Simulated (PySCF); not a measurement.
Molecule: `C[NH][GeH2][AsH2]`, CH$_{8}$AsGeN.

Geometry:
```
atom   x (Å)   y (Å)   z (Å)
  C1  -1.582  -0.890   0.037
  N2  -1.223   0.472   0.347
 Ge3   0.458   1.110  -0.018
 As4   1.994  -0.222   1.309
  H5  -2.524  -1.169   0.538
  H6  -1.701  -1.114  -1.044
  H7  -0.812  -1.579   0.423
  H8  -1.966   1.135   0.150
  H9   0.474   2.577   0.451
 H10   0.837   1.047  -1.524
 H11   3.190   0.557   0.767
 H12   2.134  -1.272   0.209
```

Geometry PBE0-D3(BJ)/def2-SVP throughout; GIAO in PySCF 2.14, gas phase, one conformer, non-relativistic; equivalent atoms averaged; functional PBE0.

(1) How do the absolute shieldings σ depend on the basis set? (ppm; last column core-seconds on shared hosts with different chips, so compare them loosely)

(2) Which nucleus moves most, in ppm?

(3) Taking the largest basis, def2-TZVP (206 functions), as the yardstick, rank the others by their worst heavy-atom deviation.

## Answers

(1) 
```tsv
basis set	functions	C1	N2	Ge3	As4	H9/H10	H5/H6/H7	H11/H12	H8	core-s
STO-3G	54	198.1	340.3	2064.3	2551.2	30.42	31.37	32.29	35.02	4.8
6-31G	88	167.4	259.5	1722.0	2099.5	27.14	30.10	30.41	33.53	9.8
6-31G*	108	161.3	252.7	1576.3	2020.2	26.44	29.53	29.76	32.45	12
cc-pVDZ	122	163.8	255.1	1606.1	2028.2	26.06	28.80	29.35	31.78	15
def2-SVP	132	162.1	256.2	1532.9	2007.0	26.08	28.97	29.31	31.83	14
pcSseg-1	156	150.5	250.9	1396.0	1931.7	26.05	28.70	29.31	31.67	25
def2-TZVP	206	153.0	248.8	1431.4	1950.3	26.03	28.93	29.38	31.86	29
```

(2) Ge3 (germanium bonded to As, N, 2 H): from 1396.0 ppm with pcSseg-1 to 2064.3 ppm with STO-3G. The smallest spread is 2.67 ppm, at H5/H6/H7. Proton shifts span only some 12 ppm, so a few tenths of a ppm matter as much there as several ppm in carbon.

(3) pcSseg-1 35.4 ppm (156 functions), def2-SVP 101.5 ppm (132 functions), 6-31G* 144.9 ppm (108 functions), cc-pVDZ 174.7 ppm (122 functions), 6-31G 290.5 ppm (88 functions), STO-3G 632.9 ppm (54 functions).

Relativistic effects, spin–orbit coupling among them, are left out; they matter for As, Ge and for the light atoms bonded to it.

A small basis that lands close on one nucleus may do so by chance; judge by the trend and by all nuclei.
